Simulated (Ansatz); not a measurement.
`CO[Si](O)(F)Cl` → `CO[Si]Cl` + `OF` at 298.15 K and 1 bar (silylene formation by 1,1-elimination).

Calculated with Ansatz (gas phase, PBE0-D4/def2-TZVP geometries, no zero-point term in ΔE). CBS: MP2 limit from def2 TZ/QZ plus the TZ coupled-cluster correction, frozen cores. This one scheme is used for every species. Each species was taken in one conformer, which may not be the lowest.

```
         species  CCSD(T)/CBS energy (Eh)  H − E (kJ/mol)  S (J/(mol·K))
`CO[Si](O)(F)Cl`              -1039.68048           187.8          380.9
      `CO[Si]Cl`               -863.93892           132.7          321.4
            `OF`               -175.42775            47.4          226.1
```

H − E and S are ideal-gas, rigid-rotor, harmonic terms from PBE0-D4/def2-TZVP, for one conformer and one mirror image of each species. 1 Eh = 2625.50 kJ/mol, R = 8.31446 J/(mol·K).

Problem. By hand: ΔE, ΔH, ΔS and ΔG.

Solution. ΔE = (-863.93892) + (-175.42775) − (-1039.68048) = 0.31381 Eh = 823.9 kJ/mol. Δ(H − E) = 132.7 + 47.4 − 187.8 = -7.7, so ΔH = 816.2 kJ/mol. ΔS = 321.4 + 226.1 − 380.9 = 166.6 J/(mol·K). ΔG = 816.2 − 298.15 × (166.6)/1000 = 766.5 kJ/mol.

Problem. By hand: the equilibrium constant, and the temperature at which ΔG would vanish if ΔH and ΔS stayed fixed.

Solution. log₁₀ K = −ΔG/(RT ln 10) = -134.3. ΔG = 0 at ΔH/ΔS = 4899 K, far beyond where these terms or the molecules hold.

The number of gas molecules changes by +1, which sets the sign of ΔS. A doubt of 5 kJ/mol in ΔE shifts log₁₀ K by 0.9 here. Other conformers and mirror images would add mixing entropy, several J/(mol·K) or more a flexible species. Modes under 60 cm⁻¹, often nearly free rotors, make the harmonic entropy too high. These are equilibria of isolated gas molecules and say nothing of rates. Largest T1 diagnostic: 0.014 (customary marks: 0.02 for closed shells, 0.045 for open ones).
